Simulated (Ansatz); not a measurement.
Li14⁺. The state is a doublet with charge 1. Geometry PBE/def2-SVP; atoms count from 1.

```
atom   x (Å)   y (Å)   z (Å)
 Li1  -2.833  -1.387   0.879
 Li2   3.584   0.785  -0.960
 Li3  -2.558   1.354   2.412
 Li4   3.267  -1.833   0.804
 Li5   1.229  -0.553  -0.316
 Li6   2.378  -1.827  -2.324
 Li7  -3.617   1.207  -0.657
 Li8   1.224   1.834   1.247
 Li9  -1.535   3.446   0.256
Li10   0.494   1.680  -1.852
Li11  -1.167   0.693   0.266
Li12   0.055  -1.036   2.232
Li13  -1.132  -1.160  -1.876
Li14   0.614  -3.202  -0.112
```

Another isomer (doublet) lies 0.06 eV lower at PBE0/def2-TZVP; other spin states weren't run for this one.

(1) Estimate the Mulliken populations from the PBE0/def2-TZVP orbitals of Ansatz.

(2) Where does the spin sit?

(3) And the Mayer bond orders between heavy atoms (over 0.3)?

Results:

(1) 
```csv
atom,charge (e),spin (α − β)
Li1,0.21,0.01
Li2,0.18,0.00
Li3,0.35,0.15
Li4,0.35,0.13
Li5,-1.29,0.20
Li6,0.36,0.15
Li7,0.34,0.13
Li8,0.36,-0.07
Li9,0.18,0.00
Li10,0.36,-0.07
Li11,-1.24,0.19
Li12,0.30,0.09
Li13,0.30,0.08
Li14,0.22,0.01
```
Mulliken values depend strongly on the basis.

(2) Summed by element: Li 1.00, of 1 unpaired in all. Largest on single atoms: Li5 0.20, Li11 0.19, Li3 0.15.

(3) Li1–Li11 0.47 (2.73 Å); Li2–Li5 0.44 (2.78 Å); Li3–Li11 0.41 (2.64 Å); Li4–Li5 0.41 (2.65 Å); Li5–Li6 0.41 (2.64 Å); Li5–Li14 0.48 (2.73 Å); Li7–Li11 0.41 (2.67 Å); Li9–Li11 0.42 (2.78 Å).
